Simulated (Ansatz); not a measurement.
Ag₃H₃⁻. The state is a doublet with charge -1. Geometry PBE-D4/def2-TZVPD; atoms count from 1.

| atom | x (Å) | y (Å) | z (Å) |
| --- | --- | --- | --- |
| Ag1 | -1.3084 | 0.2652 | -0.7309 |
| Ag2 | 0.9336 | -1.4348 | -0.9281 |
| Ag3 | 0.8168 | 0.3814 | 1.2262 |
| H4 | 2.3555 | 0.0745 | 1.7588 |
| H5 | -0.8540 | 0.8733 | 0.8753 |
| H6 | -1.9434 | -0.1596 | -2.2012 |

In the def2 sets Ag takes a core potential; there is no spin–orbit coupling. Another isomer (doublet) lies 0.22 eV lower at PBE0-D4/def2-TZVPD; other spin states weren't run for this one.

(1) Estimate the Mulliken populations from the PBE0/def2-TZVPD orbitals of Ansatz.

(2) Where does the spin sit?

(3) And the Mayer bond orders between heavy atoms (over 0.3)?

Answers

(1) 
```json
{"atom": "Ag1", "charge (e)": "-0.53", "spin (α − β)": "0.09", "d electrons": "9.78"}
{"atom": "Ag2", "charge (e)": "-0.08", "spin (α − β)": "0.73", "d electrons": "9.95"}
{"atom": "Ag3", "charge (e)": "-0.53", "spin (α − β)": "0.09", "d electrons": "9.78"}
{"atom": "H4", "charge (e)": "0.00", "spin (α − β)": "0.04", "d electrons": "–"}
{"atom": "H5", "charge (e)": "0.13", "spin (α − β)": "0.02", "d electrons": "–"}
{"atom": "H6", "charge (e)": "0.00", "spin (α − β)": "0.04", "d electrons": "–"}
```
Mulliken values depend strongly on the basis. With diffuse functions, as here, like atoms can get unlike values, and bond orders can come out too low or too high.

(2) Summed by element: Ag 0.91, H 0.09, of 1 unpaired in all. Largest on single atoms: Ag2 0.73, Ag3 0.09, Ag1 0.09.

(3) Ag1–Ag2 0.39 (2.82 Å); Ag1–Ag3 0.46 (2.89 Å); Ag2–Ag3 0.39 (2.82 Å).
